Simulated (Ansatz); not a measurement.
Computed with Ansatz on PBE0-D4/def2-TZVP structures; ΔE is electronic, products minus reactants. CCSD(T)/CBS adds triple-zeta CCSD(T) − MP2 to the extrapolated MP2 energy (def2 sets, frozen cores). DFT in def2-TZVPP. B3LYP here is the variant with VWN-RPA as its local correlation; programs differ in this.

`C=C=C1C[SiH2]1` → `C=C1C=C[SiH2]1`  (isomerisation)

```json
{"level": "r2SCAN-D4", "ΔE (kJ/mol)": "-103.9", "difference from CCSD(T)/CBS": "22.7"}
{"level": "PBE0-D4", "ΔE (kJ/mol)": "-112.9", "difference from CCSD(T)/CBS": "13.7"}
{"level": "ωB97X-V", "ΔE (kJ/mol)": "-118.7", "difference from CCSD(T)/CBS": "7.9"}
{"level": "B2PLYP", "ΔE (kJ/mol)": "-114.9", "difference from CCSD(T)/CBS": "11.7"}
{"level": "PBE0", "ΔE (kJ/mol)": "-110.8", "difference from CCSD(T)/CBS": "15.8"}
{"level": "B3LYP", "ΔE (kJ/mol)": "-106.2", "difference from CCSD(T)/CBS": "20.4"}
{"level": "CCSD/def2-TZVPP", "ΔE (kJ/mol)": "-126.8", "difference from CCSD(T)/CBS": "-0.2"}
{"level": "CCSD(T)/def2-TZVPP", "ΔE (kJ/mol)": "-125.9", "difference from CCSD(T)/CBS": "0.7"}
{"level": "HF/def2-QZVPP", "ΔE (kJ/mol)": "-138.3", "difference from CCSD(T)/CBS": "-11.7"}
{"level": "SCS-MP2/def2-QZVPP", "ΔE (kJ/mol)": "-128.5", "difference from CCSD(T)/CBS": "-1.9"}
{"level": "CCSD(T)/CBS", "ΔE (kJ/mol)": "-126.6", "difference from CCSD(T)/CBS": "0"}
```

Largest T1 diagnostic among the species: 0.013.

From PBE to PBE0 (25 % exact exchange), in def2-TZVPP and without D4, ΔE moves by −11.6 kJ/mol. The D4 term adds −4.2 kJ/mol with B3LYP and −2.1 kJ/mol with PBE0; it sums over pairs of atoms, weighted by their polarisabilities, and B3LYP, whose exchange is more repulsive, gets the larger term. In def2-TZVPP, CCSD(T) changes the Hartree–Fock value by +12.0 kJ/mol (the triples alone add +0.9 kJ/mol) and MP2 by +13.1 kJ/mol.

CCSD(T)/CBS has its own doubt, a few kJ/mol and more with outer-core shells, so smaller differences from it don't rank the levels.
